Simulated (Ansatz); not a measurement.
Wavefunction ladder for CH6BNZn (`B[CH2][Zn][NH2]`)

```xyz
10

B     1.542    0.791   -0.318
C     0.171    1.373   -0.488
Zn   -0.619   -0.341    0.136
N    -1.599   -1.774    0.666
H     2.059    0.165   -1.205
H     2.108    0.851    0.741
H    -0.218    2.098    0.229
H    -0.261    1.495   -1.483
H    -1.568   -2.059    1.634
H    -1.616   -2.600    0.087
```

The species carries charge 0 and has multiplicity 1. For Zn the d shell is correlated and the shells below it are frozen. Scalar relativity is left out up to krypton. All single points use the PBE0-D4/def2-TZVP geometry. It is one conformer, not always the lowest. Frozen core, restricted reference, Ansatz 0.2.0.

```
     basis      HF (Eh)  MP2 corr.  CCSD corr.  (T)  CCSD(T) total
  def2-SVP  -1897.94622          ?    -0.73287    ?              ?
def2-TZVPP            ?   -1.01865    -0.99993    ?              ?
def2-QZVPP  -1898.38177   -1.08724           –    –              –
```

(1) Fill in the withheld values. (Estimate.)

Answers

(1) The calculation gave: def2-SVP MP2 corr.: -0.71690; def2-SVP (T): -0.02147; def2-SVP CCSD(T) total: -1898.70056; def2-TZVPP HF (Eh): -1898.33392; def2-TZVPP (T): -0.03642; def2-TZVPP CCSD(T) total: -1899.37027.
